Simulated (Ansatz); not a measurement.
Coupled-cluster diagnostics for BPH3F3 (relaxed from a model of B(PH3)F3, whose bonding it doesn't keep), Ansatz.

Geometry of the singlet (PBE-D4/def2-SVP):

```xyz
8

B     0.228   -0.055   -1.607
P    -0.163    0.039    1.125
H     0.744   -0.609    2.029
H    -1.349   -0.484    1.741
H    -0.187    1.282    1.841
F     0.137   -1.383   -1.680
F     1.430    0.518   -1.558
F    -0.841    0.690   -1.892
```

Correlated methods freeze 9 core orbitals. In the singlet geometry the species has come apart into loosely held pieces.

Problem. Estimate the CCSD(T) correlation energy, the shares of MP2 and (T), T1 and the reference's ⟨S²⟩ for: charge 0, singlet, own geometry in def2-TZVPP; and the rough time on 4 threads of Arm Neoverse V1 on a shared host.

Solution. 
```tsv
state	basis	correlation (eV)	MP2 share (%)	(T) share (%)	T1	⟨S²⟩ (pure)	wall time
charge 0, singlet, own geometry	def2-TZVPP	-29.162	94.3	3.0	0.013	0.00 (0.00)	1.7 min
```
Customary marks for T1 are 0.02 (closed shells), 0.045 (open shells) and about 0.05 (3d metals). T1 stays under 0.02 throughout.
